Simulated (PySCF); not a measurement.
# Calculated NMR parameters of CC(=O)c1pcpc([SiH3])c1F

```yaml
Formula: C6H7FOP2Si
SMILES: CC(=O)c1pcpc([SiH3])c1F
InChI: InChI=1S/C6H7FOP2Si/c1-3(8)5-4(7)6(11)10-2-9-5/h2H,1,11H3
Point_group_of_the_computed_structure: C1
Carbon_signals: 6
Proton_signals: 3
```

Atoms are numbered as in `[CH3:1][C:2](=[O:3])[c:4]1[p:5][cH:6][p:7][c:8]([SiH3:9])[c:10]1[F:11]`. Each H is labelled by its parent atom.

Computed data (PySCF 2.14.0 with density-fitted response routines): structure optimised with GFN2-xTB, shieldings: GIAO PBE0/pcSseg-1. Averaged over atoms made equivalent by symmetry, fast rotation or ring inversion, a single conformation, gas phase, non-relativistic Hamiltonian.

Chemical shifts δ = σref − σ; ¹H and ¹³C and ²⁹Si vs TMS; ¹⁹F vs CFCl3; ³¹P vs H3PO4; ¹⁷O against H2O, all at this level.

| carbon | δC, type | δH (multiplicity) | HMBC from (2–3 bonds) | span of the C tensor (ppm) |
| --- | --- | --- | --- | --- |
| C1 | 34.0, CH3 | 2.89 (s) | – | 50 |
| C2 | 202.6, C | – | H(C1) | 208 |
| C4 | 156.5, C | – | H(C6), H(C1) | 235 |
| C6 | 196.3, CH | 10.77 (m) | – | 421 |
| C8 | 157.8, C | – | H(C6), H(Si9) | 273 |
| C10 | 175.4, C | – | H(Si9) | 142 |

Other nuclei:
```
 atoms  nucleus                                     environment  δ (ppm)  σ (ppm)
H(Si9)       ¹H               hydrogen on a silicon bonded to C     4.89    26.83
   F11      ¹⁹F                                   aryl fluorine    -57.9    228.9
    P5      ³¹P  phosphorus bonded to 2 C, in a 6-membered ring    339.4    -21.0
    P7      ³¹P  phosphorus bonded to 2 C, in a 6-membered ring    339.3    -20.9
   Si9     ²⁹Si                        silicon bonded to C, 3 H    -74.0    423.2
    O3      ¹⁷O                                   ketone oxygen    657.5   -321.4
```

1. δC 202.6: ketone carbonyl carbon; low-lying n→π* states of the double bond to the heteroatom give a large paramagnetic term (-262 ppm).
2. δC 196.3: aromatic CH.
3. δC 175.4: aromatic carbon bearing fluorine; σ withdrawal by the attached heteroatom moves it downfield of the ring CH carbons.
4. δC 157.8, 156.5: substituted aromatic carbon.
5. δH 10.77: hydrogen on an aromatic CH; ring-current deshielding.

Splittings by ¹⁹F and ³¹P in the carbon and heteronuclear signals aren't shown, as no couplings were computed. Shifts are as computed. Against solution values, carbons near 30 ppm lie about +3 ppm off and those near 130 ppm about +5 ppm. Of 1211 compounds with measured shifts, 218 miss one by over three times the rms of a fit or turn the order of signals round; such compounds aren't used in these exercises. Unscaled 19F shifts against computed CFCl3 carry errors that often reach 10 to 50 ppm. Unscaled 17O shifts of doubly bonded oxygen tend to come out too high, by tens of ppm or more. Experimental scales use liquid or dissolved standards, which lie at an offset from isolated H2O (liquid H2O: subtract about 36 ppm) and H3PO4. No couplings were computed; multiplicities are counted from neighbouring protons, with m where these are inequivalent, close in shift, in a saturated or five-membered ring or joined by F or P, and br s for small geminal =CH2 splittings.
